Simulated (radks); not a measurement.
Q: Valence configurations of Se I (all share [Ar]). Calculated with a radial shooting solver on a logarithmic mesh with Libxc functionals: scalar-relativistic Kohn-Sham, PBE, spin-polarised, spherical densities, finite nucleus; open shells are filled with parallel spins first; Fermi nuclear charge, rms radius 4.14 fm. Order these by energy: 3d9 4s2 4p5; 3d10 4s1 4p5; 3d10 4s2 4p4; 3d10 4s1.5 4p4.5; 3d10 4p6; 3d9 4s1 4p6; 3d9.5 4s1 4p5.5.

A: From the lowest, in eV above it: 3d10 4s2 4p4 0.000; 3d10 4s1.5 4p4.5 5.386; 3d10 4s1 4p5 10.792; 3d10 4p6 22.715; 3d9.5 4s1 4p5.5 36.007; 3d9 4s2 4p5 51.794; 3d9 4s1 4p6 63.492. NIST lists [Ar] 3d10 4s2 4p4 as the ground configuration; this level of theory agrees among the configurations tried. The energies are those of spherical high-spin densities, not of single terms.
